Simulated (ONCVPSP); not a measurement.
## Plane-wave convergence, ONCV potential for sulfur

* Element: sulfur (S)
* Generator: ONCVPSP 4.0.1
* Type: optimised norm-conserving Vanderbilt (ONCV)
* Functional: Wu-Cohen
* Relativity: fully relativistic
* Frozen core: [Ne]
* Valence charge: 6
* Reference configuration: 3s2 3p4
* Partial waves: 3s: rc 1.30 bohr, ncon 4, nbas 8, qcut 5.4 1/bohr, 2 projectors, debl 2.4 Ha; 3p: rc 1.40 bohr, ncon 3, nbas 8, qcut 5.6 1/bohr, 2 projectors, debl 2.6 Ha; d scattering state at 0.28 Ha: rc 1.10 bohr, ncon 4, nbas 8, qcut 9.3 1/bohr, 2 projectors, debl 3.5 Ha
* Local potential: polynomial inside 0.95 bohr (lpopt 5, dvloc0 6 Ha)
* Core correction: none

Open shells are filled in proportion to 2j + 1.

Q: For each optimised wave give the share of its norm inside rc, the residual kinetic energy above qcut (Ha) and the cutoffs (Ha) for errors of 10, 1, 0.1 and 0.01 mHa per electron.

A:

```tsv
wave	norm inside rc	residual KE	10 mHa	1 mHa	0.1 mHa	0.01 mHa
3s	0.287	2.9e-04	9.2	12.9	21.5	49.8
s projector 2	0.076	1.6e-03	9.5	27.6	128.1	148.3
3p j=3/2	0.235	5.8e-05	4.1	6.3	14.5	42.4
p projector 2 j=3/2	0.100	3.3e-04	6.0	9.6	75.8	186.6
3p j=1/2	0.238	6.1e-05	4.1	6.4	14.6	43.8
p projector 2 j=1/2	0.100	3.2e-04	6.0	8.9	70.4	183.9
d projector 1 j=5/2	0.059	8.7e-05	19.1	32.2	42.8	160.5
d projector 2 j=5/2	0.113	1.5e-03	33.9	45.4	84.0	196.6
d projector 1 j=3/2	0.059	8.8e-05	19.2	32.2	42.9	160.8
d projector 2 j=3/2	0.113	1.5e-03	33.9	45.4	84.1	196.9
```

The occupied waves need 13 Ha and 21 Ha for 1 and 0.1 mHa. The cutoffs count occupied waves only; projector 2 of the d channel, the hardest unoccupied one, needs 45 Ha at the loose tolerance.
